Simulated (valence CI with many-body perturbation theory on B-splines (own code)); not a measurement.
Values are calculated unless marked as measured or tabulated.
Cd34+: what the settings do

Level of theory: relativistic CI+MBPT: four valence electrons over a frozen Dirac-Fock core [Ne], a basis of 6 s, 6 p, 5 d, 3 f, 1 g functions for each j, with the one-electron correlation potential Σ1 (screened to all orders), the two-electron term Σ2, the three-electron term Σ3, Breit, model QED; selected single and double excitations, second order for the rest, scaled by the run's own slope (own B-spline code, finite nucleus).

No measured spectrum was set against this ion. As an estimate, large intervals hold to a few tenths of a per cent, small ones and those within an open d or f shell to about a per cent.

The reference run has the lowest level (3s^2 3p1/2^2) J=0 and an ionisation energy of 2193.76 eV. Its largest variational space holds 10000 state functions.

Levels are named by their leading jj configuration (3d3/2^4 stands for four electrons in 3d with j = 3/2), which in mixed levels can hold well under half, so a name can repeat and another be missing. Letters in brackets count levels of one name in rising energy.

Changed runs:
A. scale of Σ1 1 → 1.1; core polarisation of operators on → off
B. box radius (bohr) 2.4082 → 2.04
C. logarithmic knot step 0.27 → 0.33; Breit term on → off; QED terms on → off
D. scale of Σ2 1 → 3 (bad on purpose)

Excitation energies of the reference run in cm⁻¹, and shifts in cm⁻¹:

| Level | Reference | A | B | C | D |
| --- | --- | --- | --- | --- | --- |
| (3s^2 3p1/2 3p3/2) J=1 | 327201 | +48 | +0.1 | +5139 | +947 |
| (3s^2 3p1/2 3p3/2) J=2 | 371025 | +49 | +0.1 | +6106 | +548 |
| (3s^2 3p3/2^2) J=2 | 730076 | +96 | +0.2 | +10807 | +1331 |
| (3s^2 3p3/2^2) J=0 | 828179 | +97 | +0.2 | +9884 | +377 |
| (3s 3p1/2^2 3p3/2) J=2 | 1005230 | -107 | +0.1 | +7473 | +1936 |
| (3s 3p1/2^2 3p3/2) J=1 | 1144820 | -105 | +0.1 | +7120 | -1172 |
| (3s 3p1/2 3p3/2^2) J=2 [a] | 1299980 | -64 | +0.2 | +11555 | +2955 |
| (3s^2 3p1/2 3d3/2) J=2 | 1335620 | -93 | +0.4 | +9871 | -1311 |
| (3s 3p1/2 3p3/2^2) J=3 | 1373710 | -59 | +0.2 | +13403 | +1919 |
| (3s 3p1/2 3p3/2^2) J=0 | 1475560 | -61 | +0.2 | +11084 | +687 |
| (3s 3p1/2 3p3/2^2) J=1 [a] | 1489650 | -76 | +0.3 | +10602 | -5141 |
| (3s 3p1/2 3p3/2^2) J=2 [b] | 1515920 | -57 | +0.3 | +12598 | -2722 |
| Ionisation energy (eV) | 2193.76 | +0.10 | +7e-05 | +1.91 | -0.09 |
